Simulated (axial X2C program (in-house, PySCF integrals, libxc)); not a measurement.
**Curves of HoCl from open-shell CI on f11 s1**

Computed with an axial X2C code built on PySCF integrals: two-component X2C with atomic mean-field Coulomb and Gaunt terms, basis Ho dyall-v3z, Cl dyall-av3z (cores contracted in-house). Orbitals come from Hartree–Fock averaged over the configuration Ho f11 s1; CI then distributes these electrons over the f, s shells of Ho. The speed of light was multiplied by 1.3, so these are model numbers.

Scan along the bond; masses Ho 164.930 u, Cl 34.969 u. Energies in cm⁻¹ from the lowest point; levels are followed by energy order within each Ω. Lowest level at 2.625 Å: 100% f11 s1.

| R (Å) | (1)Ω=0 | (1)Ω=1 | (1)Ω=2 | (1)Ω=3 | (1)Ω=4 |
| --- | --- | --- | --- | --- | --- |
| 2.441 | 1320 | 1326 | 1344 | 1372 | 1409 |
| 2.533 | 284 | 290 | 310 | 339 | 378 |
| 2.625 | 0 | 7 | 26 | 56 | 96 |
| 2.730 | 326 | 332 | 351 | 381 | 420 |
| 2.835 | 1124 | 1130 | 1148 | 1177 | 1214 |
| 2.953 | 2381 | 2387 | 2404 | 2431 | 2466 |
| 3.097 | 4208 | 4213 | 4229 | 4253 | 4286 |

Problem. Fit the curves (1)Ω=0, (1)Ω=1, (1)Ω=2, (1)Ω=3, (1)Ω=4 near their minima.

Solution. From the open-shell CI curves, Te from the lowest:

| level | Te (cm⁻¹) | Re (Å) | ωe (cm⁻¹) |
| --- | --- | --- | --- |
| (1)Ω=0 | 0 | 2.622 | 273.2 |
| (1)Ω=1 | 7 | 2.622 | 273.2 |
| (1)Ω=2 | 26 | 2.622 | 273.0 |
| (1)Ω=3 | 56 | 2.622 | 272.8 |
| (1)Ω=4 | 96 | 2.622 | 272.6 |

Without dynamic correlation distances can be off by several hundredths of an Å (long for ionic bonds, short for multiple bonds) and the wavenumbers are rough.

The 5 lowest curves are shown; the next is (1)Ω=5, from 143 cm⁻¹.

There is no dynamic correlation: spin–orbit spacings and, for f shells, spacings inside one term are the most reliable numbers, splittings between terms come out too wide, and energies between configurations are not reliable, so the lowest level need not be the ground state of the molecule. At most 4 roots were kept for each Ω > 0 (twice that for Ω = 0) within 2.2 eV of the lowest, so higher up levels can be missing between those listed; levels with Ω > 0 are doubly degenerate and listed once, Ω = 0 levels singly.
